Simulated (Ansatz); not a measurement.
K₈F₈⁻, relaxed as a doublet with UKS PBE-D4/def2-SVP in Ansatz, starting from the PBE-D4/def2-SVP geometry of the neutral singlet. Force threshold 0.03 eV/Å.

The highest occupied level of the relaxed charge -1 doublet lies above zero (up to 0.52 eV). By energy differences its removal costs 0.61 eV (each at its own geometry, to the charge 0 singlet, at PBE-D4/def2-SVP); self-interaction error and the lack of diffuse functions both raise the level. The relaxation made no stability test and no search for a lower SCF solution.

Start:

```tsv
atom	x (Å)	y (Å)	z (Å)
K1	3.553	1.546	-0.001
F2	1.454	2.763	0.297
K3	0.643	2.355	-2.110
F4	-1.721	2.692	-2.496
F5	2.696	0.794	-2.159
K6	0.207	0.926	1.300
F7	-0.566	-0.088	-0.971
K8	-2.879	0.900	-1.547
K9	1.691	-1.329	-1.379
F10	0.607	-3.205	0.005
K11	-1.625	-2.177	0.015
F12	-3.585	-0.540	0.460
F13	2.398	-0.462	1.102
K14	1.340	-2.424	2.188
F15	-0.946	-1.226	2.492
K16	-3.267	-0.524	2.804
```

```json
{"step": "1", "energy (eV)": "-152255.3987", "largest force component (eV/Å)": "0.317", "SCF passes": "23"}
{"step": "2", "energy (eV)": "-152255.4663", "largest force component (eV/Å)": "0.136", "SCF passes": "25"}
{"step": "3", "energy (eV)": "-152255.4779", "largest force component (eV/Å)": "0.054", "SCF passes": "22"}
{"step": "4", "energy (eV)": "-152255.4821", "largest force component (eV/Å)": "0.034", "SCF passes": "22"}
{"step": "5", "energy (eV)": "-152255.4837", "largest force component (eV/Å)": "0.050", "SCF passes": "21"}
{"step": "6", "energy (eV)": "-152255.4862", "largest force component (eV/Å)": "0.013", "SCF passes": "21"}
```

Force components are those of the run's own axes.

End:

```
atom   x (Å)   y (Å)   z (Å)
  K1   3.505   1.535   0.012
  F2   1.426   2.770   0.256
  K3   0.606   2.224  -2.122
  F4  -1.714   2.670  -2.668
  F5   2.777   0.775  -2.195
  K6   0.155   0.950   1.372
  F7  -0.524  -0.018  -0.991
  K8  -2.870   1.043  -1.399
  K9   1.694  -1.308  -1.332
 F10   0.637  -3.213  -0.049
 K11  -1.618  -2.128   0.037
 F12  -3.535  -0.513   0.459
 F13   2.404  -0.460   1.113
 K14   1.288  -2.439   2.195
 F15  -0.907  -1.208   2.411
 K16  -3.324  -0.679   2.901
```

By distances, no bond broke or formed. The bond that changes most is K3–F7, from 2.95 to 2.75 Å (atoms count from 1).

No frequencies were taken in this run, so the end may be a saddle point.

Hardware: 4 threads of INTEL XEON PLATINUM 8581C on a shared host. Wall time 55 s, peak host memory 1.1 GiB.
